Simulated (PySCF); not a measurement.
Levels of Rh⁴⁰⁺ from EOM-EA-GCCSD

Reference: closed-shell Rh⁴¹⁺, [He] 2s2; one electron is added. Calculated with PySCF 2.14, two-component X2C-1e with screened spin-orbit coupling, an even-tempered Gaussian basis (17 s from 4.8 bohr⁻², ratio 2.6; 12 p from 6.2 bohr⁻², ratio 2.6; 7 d from 6.4 bohr⁻², ratio 2.8; 4 f from 120 bohr⁻², ratio 2.8); frozen nothing; the 32 highest virtual spinors dropped; of the others 50 kept and the rest restored at second order. No Breit or QED terms. Binding energies in eV.

```tsv
level	Koopmans	second order	EOM-CCSD
2p1/2	6170.5	6170.2	6167.5
2p3/2	6005.3	6005.8	6005.3
```

For comparison, the ionisation energy of Rh⁴⁰⁺ is 6161 ± 5 eV (semi-empirical (NIST evaluation); NIST Atomic Spectra Database, ionization energies).

Only part of the computed levels is shown.
